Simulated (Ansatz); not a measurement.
Ideal-gas functions of C2H3BO2 (`O=C1CBO1`) at 600 K and 1 bar, from an Ansatz frequency run at PBE0-D4/def2-TZVP.

Molar mass 69.86 g/mol, point group Cs (symmetry number 1), electronic degeneracy 1, moments of inertia 40.888, 86.928, 124.642 u Å². Harmonic wavenumbers (cm⁻¹, unscaled): 141, 487, 508, 674, 729, 827, 901, 966, 970, 1078, 1092, 1169, 1312, 1400, 1962, 2719, 3101, 3153.

Use S(trans) = R[1.5 ln M + 2.5 ln T − 1.1517]; rotational temperatures θ = 24.2544 K / I; S(rot) = R[ln(√π/σ · √(T³/θAθBθC)) + 1.5]; for each mode x = 1.438777 ν̃/T, S = R[x/(eˣ − 1) − ln(1 − e⁻ˣ)] and H = RT x/(eˣ − 1); 1 cm⁻¹ = 0.0119627 kJ/mol; R = 8.31446 J/(mol·K).

Question: By hand: the entropy, in J/(mol·K).

Answer: Translation 176.4. Rotation: θ = 0.5932, 0.279, 0.1946 K, giving 111.3. Vibration, mode by mode: 17.37, 7.48, 7.17, 5.17, 4.65, 3.86, 3.36, 2.97, 2.95, 2.40, 2.34, 2.02, 1.54, 1.30, 0.43, 0.09, 0.04, 0.04, in all 65.2. Electronic 0.0. Sum 352.9 J/(mol·K).

Question: By hand: H − E and G − E in kJ/mol, counted from the electronic energy.

Answer: Zero-point energy ½ × 23189 × 0.0119627 = 138.7; thermal vibration 23.3; translation, rotation and pV give 4 RT = 20.0. H − E = 182.0 kJ/mol, and G − E = 182.0 − 600 × 352.9/1000 = -29.7 kJ/mol.

Vibration gives 18 % of the entropy, 17.4 J/(mol·K) of it from the mode under 150 cm⁻¹: soft modes count most, and the harmonic formula is weakest for them.
